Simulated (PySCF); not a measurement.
Pb(OH)2, SMILES [OH][Pb][OH], B3LYP/def2-SVP optimised geometry.

```
5

Pb    -1.27    -0.77     0.00
O     -1.27     1.33     0.00
H     -0.35     1.65     0.00
O      0.86    -0.77     0.00
H      1.27    -1.65     0.00
```

Density from PySCF with B3LYP/def2-TZVP, def2 effective core potentials past Kr at that geometry. The core electrons that the potentials of Pb replace are not part of the density.

Minimum of the electron density along straight lines between bonded atoms, close to the bond critical point (lines longer than 1.1 times the sum of covalent radii, or with two minima, are not listed):

```tsv
bond	length / Å	ρ at the minimum / e bohr⁻³	∇²ρ there / e bohr⁻⁵	position (fraction from the first atom)
Pb1–O2	2.108	0.103	0.37	0.53
O2–H3	0.972	0.349	-2.25	0.80
Pb1–O4	2.129	0.097	0.36	0.53
O4–H5	0.968	0.353	-2.25	0.79
```
